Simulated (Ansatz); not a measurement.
Basis-set series for CH3BOTe, SMILES `O=CB[TeH]`. Charge 0, multiplicity 1. Te takes the def2 core potential. The structure was optimised at the PBE0-D4/def2-TZVP level. It is one conformer, not always the lowest.

```tsv
functional	basis	functions	energy (Eh)	HOMO (eV)	LUMO (eV)
PBE0-D4	def2-SVP	83	-407.71810	-6.95	-1.97
PBE0-D4	def2-TZVPP	185	-407.88924	-7.10	-2.08
ωB97M-V	def2-SVP	83	-407.77821	-9.29	0.04
ωB97M-V	def2-TZVPP	185	-407.95640	-9.43	-0.14
```

Task: Give the rows for def2-QZVPP. (Estimate.)

Result: Computed: 
```tsv
functional	basis	functions	energy (Eh)	HOMO (eV)	LUMO (eV)
PBE0-D4	def2-QZVPP	343	-407.89868	-7.13	-2.11
ωB97M-V	def2-QZVPP	343	-407.96555	-9.46	-0.19
```
